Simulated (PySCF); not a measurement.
States of one metal complex from SC-NEVPT2 in the d shell, PySCF, above the ground state:

| 2S+1 | degeneracy | energy / cm⁻¹ | f (electric dipole) |
| --- | --- | --- | --- |
| 4 | 2 | 0 | – |
| 4 | 1 | 1327 | 9.6e-05 |
| 4 | 1 | 2418 | 5.3e-05 |
| 4 | 2 | 6419 | 7.5e-05 |
| 2 | 1 | 7298 | – |
| 4 | 1 | 10590 | 4.4e-05 |
| 2 | 1 | 11222 | – |
| 2 | 2 | 11373 | – |
| 2 | 2 | 13562 | – |
| 2 | 1 | 14124 | – |
| 2 | 1 | 14466 | – |
| 4 | 2 | 14860 | 7.6e-05 |

Q: Which of these complexes, all computed at model or optimised geometries, gave the data?
A. [Cr(H2O)5]3+ (d3, square pyramidal)
B. [CoBr4]2- (d7, tetrahedral)
C. [V(H2O)4]2+ (d3, tetrahedral)
D. [RuF6]- (d3, octahedral)

A: C. [V(H2O)4]2+ (d3, tetrahedral) has 4E (from 4T1), then 4A2 (from 4T1) at 1327, 4B2 (from 4T2) at 2418 cm⁻¹ (NEVPT2). The others: [CoBr4]2- (d7, tetrahedral) has 4A2, then 4T2 at 2800, 4T1 at 4932 cm⁻¹ (NEVPT2); [RuF6]- (d3, octahedral) has 4A2g, then 2Eg at 12478, 2T1g at 12913 cm⁻¹ (NEVPT2); [Cr(H2O)5]3+ (d3, square pyramidal) has 4A1, then 4B2 at 8461, 4B1 at 10350 cm⁻¹ (NEVPT2).

The d shell alone is too small an active space for [RuF6]- (an active orbital has only 0.58 squared overlap with the free ion's shell): its levels, fitted parameters, g values and moments show what this model gives and aren't sound predictions.

On [V(H2O)4]2+: The geometry is a model, and the complex may not exist in this form. The ground state is orbitally degenerate in this regular structure, which would distort (Jahn–Teller).
